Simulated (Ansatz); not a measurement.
This geometry of CH₅ClOSn (9 atoms, charge 0, multiplicity 1) is a first-order saddle point.

Method: RKS B3LYP-D4/def2-SVP in Ansatz 0.2.0.

```xyz
9
Properties=species:S:1:pos:R:3
O 0.303 1.597 -0.615
C 0.663 0.524 0.167
Cl 2.270 -0.226 -0.376
Sn -0.936 -0.988 0.035
H 0.948 2.313 -0.500
H 0.864 0.799 1.216
H -2.160 -0.382 -1.003
H -0.297 -2.461 -0.561
H -1.569 -1.222 1.620
```

Question: Which two structures does it join? (They come from a converged band through this point; their orientation in space is the band's.)

Answer: No bond is made or broken. The dihedral Cl3–C2–Sn4–H8 goes from -61 to 59°. The two ends are copies of one structure, up to a mirror image or an exchange of like atoms.

Initial state:

```xyz
9
Properties=species:S:1:pos:R:3
O 0.838 0.995 -1.152
C 0.581 0.614 0.144
Cl 2.062 -0.170 0.947
Sn -1.019 -0.888 0.107
H 1.496 1.708 -1.160
H 0.359 1.461 0.813
H -2.421 -0.190 -0.606
H -0.454 -2.205 -0.830
H -1.352 -1.371 1.720
```

Final state:

```xyz
9
Properties=species:S:1:pos:R:3
O 0.156 1.699 0.291
C 0.719 0.459 0.101
Cl 1.680 0.366 -1.488
Sn -0.901 -1.015 -0.025
H 0.854 2.362 0.412
H 1.476 0.201 0.859
H -1.881 -0.579 -1.359
H -0.207 -2.570 -0.246
H -1.808 -0.971 1.438
```

Question: How far does it lie above each of them?

Answer: 5.4 kJ/mol above the first and 5.4 kJ/mol above the second. This is the barrier of this one path; another mechanism may lie lower.

The run took 66 s on 2 threads of Intel(R) Xeon(R) 6975P-C (Granite Rapids), on a shared host, peak memory 0.23 GiB.
